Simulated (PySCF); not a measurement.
Cl2Mg, SMILES [Cl][Mg-][Cl], charge -1, multiplicity 2. Atoms are numbered in the order given.

```xyz
3

Mg     0.0000     0.0000    -0.8706
Cl     0.0000     2.0019     0.3073
Cl     0.0000    -2.0019     0.3073
```
Charge -1, spin multiplicity 2.

Coordinates come from a B3LYP-D3(BJ)/def2-TZVPD optimisation.

All values below come from C-PCM-B3LYP/def2-SVPD in PySCF.

The values are the electrostatic part of the solvation free energy, E(continuum) − E(gas) at the gas-phase geometry, in a cavity of scaled van der Waals radii (PySCF's table); cavitation and dispersion terms are not included. A continuum can't describe solvent molecules that bind to the metal.

| solvent | ε | ΔG(elec) (kcal/mol) |
|---|---|---|
| water | 78.36 | ___ |
| 1-octanol | 9.86 | -44.7 |
| dichloromethane | 8.93 | -44.1 |

Q: What belongs in the gaps? (Estimate from the structure and the level; the computed values follow.)

A: 
- water, ΔG(elec) (kcal/mol): -49.2
